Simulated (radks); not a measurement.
Values are calculated unless marked as measured or tabulated.
Task: Coherent X-ray form factor from a spherical all-electron density. Code: a radial shooting solver on a logarithmic mesh with Libxc functionals. Model: non-relativistic Kohn-Sham, Slater X-alpha with alpha = 0.863, spin-polarised, spherical densities, point nucleus.

sin(theta)/lambda (1/angstrom)  f0 (electrons)
0.05                                    15.730
0.1                                     14.980
0.15                                    13.897
0.2                                     12.669
0.25                                    11.457
0.3                                     10.371
0.4                                      8.720
0.5                                      7.650
0.6                                      6.894
0.8                                      5.641
1                                        4.477
1.25                                     3.275
1.5                                      2.447
2                                        1.619

The species is in the configuration that NIST lists as its ground one. Which atom or ion scatters so?

Result: The argon ion Ar2+, [Ne] 3s2 3p4. Extrapolating in s^2 from the first two rows gives f0(0) = 16.0, near the electron count 16; among species with that count, the fall with angle is slower the higher Z, and the table is that of Z = 18; from so few rows the species is fixed only to a neighbour or two.
